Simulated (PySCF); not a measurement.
Molecule: `COC(=O)COCF`, C$_{4}$H$_{7}$FO$_{3}$.

Bonds (- single, = double, # triple, : aromatic): C1-O2, O2-C3, C3=O4, C3-C5, C5-O6, O6-C7, C7-F8. C1 carries H9, H10, H11; C5 carries H12, H13; C7 carries H14, H15.

Frames of a GFN2-xTB Langevin trajectory at 600 K; GIAO PBE0/pcSseg-1 shieldings in PySCF 2.14.0 with density-fitted response routines, gas phase, non-relativistic; equivalent atoms averaged within each frame.

δ = σ(ref) − σ, references computed at the same level: TMS for ¹³C (186.93 ppm) and ¹H (31.72 ppm); ¹⁷O (336.08 ppm) vs H2O; CFCl3 for ¹⁹F (170.95 ppm). The references are static minima.

How do the shifts (ppm) fluctuate along the trajectory?

Results:


| time (fs) | C3 | C7 | C5 | C1 | O4 | O2 | O6 | F8 | H14/H15 | H12/H13 |
| --- | --- | --- | --- | --- | --- | --- | --- | --- | --- | --- |
| 250 | 178.6 | 109.9 | 66.5 | 54.7 | 455.1 | 209.2 | 81.4 | -184.7 | 6.83 | 5.02 |
| 425 | 189.3 | 96.2 | 70.5 | 52.7 | 467.5 | 184.3 | 71.8 | -203.4 | 5.67 | 4.55 |
| 625 | 176.7 | 112.2 | 70.3 | 57.2 | 424.6 | 234.2 | 85.5 | -159.5 | 7.21 | 4.93 |
| 800 | 183.5 | 111.8 | 70.8 | 53.0 | 458.0 | 200.0 | 105.1 | -159.1 | 6.87 | 5.22 |
| 1000 | 179.1 | 99.8 | 71.7 | 63.7 | 458.7 | 225.3 | 72.0 | -176.5 | 5.50 | 4.65 |
| mean of frames | 181.4 | 106.0 | 70.0 | 56.3 | 452.8 | 210.6 | 83.1 | -176.6 | 6.42 | 4.87 |
| standard deviation | 5.1 | 7.4 | 2.0 | 4.5 | 16.4 | 19.9 | 13.6 | 18.6 | 0.78 | 0.27 |

5 frames give an uncertainty of the mean of about the standard deviation over 2.2 at best, since frames this close in time may not be independent; classical motion lacks zero-point vibration, and the reference would need the same averaging.
